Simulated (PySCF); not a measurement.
V: excitation energy

V [Ar] 3d3 4s2 (4F) → V [Ar] 3d4 4s1 (6D), as a difference of total energies. All numbers are calculated (PySCF 2.14, no relativity, point nucleus, in def2-QZVPPD). Correlated levels: valence: [Ar] frozen. The calculations carry no spin-orbit coupling.

```csv
method,excitation energy (eV)
UHF,0.233
MP2 (valence),0.203
SCS-MP2 (valence),1.006
CCSD (valence),0.364
CCSD(T) (valence),0.381
```

How much does correlation contribute at CCSD(T) (valence)?

0.381 − (0.233) = 0.148 eV, measured against UHF.

These non-relativistic numbers lack the scalar-relativistic shift.

Errors of the correlated levels include the incompleteness of this basis and the frozen core.

For comparison: 0.245 eV (measured; NIST levels, between the centres of gravity of the two terms).
